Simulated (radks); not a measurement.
Values are calculated unless marked as measured or tabulated.
Initial-state core-level shifts of the praseodymium ion Pr2+ when its valence configuration changes from [Xe] 4f3. Code: a radial shooting solver on a logarithmic mesh with Libxc functionals. Model: scalar-relativistic Kohn-Sham, PBEsol, spin-polarised, spherical densities, point nucleus; open shells are filled with parallel spins first (spin-orbit coupling, left out, can overturn this in heavy ions). Shifts are changes of the shell-averaged eigenvalues in eV (positive: less bound).

[
 {"valence": "4f2 6s1", "1s": "-9.078", "3d": "-10.632", "4p": "-9.963", "5p": "-5.072"},
 {"valence": "4f2 6p1", "1s": "-10.143", "3d": "-11.695", "4p": "-11.025", "5p": "-6.077"},
 {"valence": "4f1 6p2", "1s": "-21.766", "3d": "-25.305", "4p": "-23.486", "5p": "-12.320"},
 {"valence": "4f1 5d1 6p1", "1s": "-17.852", "3d": "-21.287", "4p": "-19.572", "5p": "-9.003"},
 {"valence": "4f1 5d1 6s1", "1s": "-16.808", "3d": "-20.239", "4p": "-18.527", "5p": "-8.020"},
 {"valence": "4f2.5 6p0.5", "1s": "-4.854", "3d": "-5.571", "4p": "-5.292", "5p": "-3.003"},
 {"valence": "4f2 5d1", "1s": "-6.468", "3d": "-7.958", "4p": "-7.329", "5p": "-2.745"},
 {"valence": "5d1 6p2", "1s": "-30.408", "3d": "-36.159", "4p": "-32.845", "5p": "-15.330"},
 {"valence": "6p3", "1s": "-34.557", "3d": "-40.443", "4p": "-36.956", "5p": "-18.654"}
]
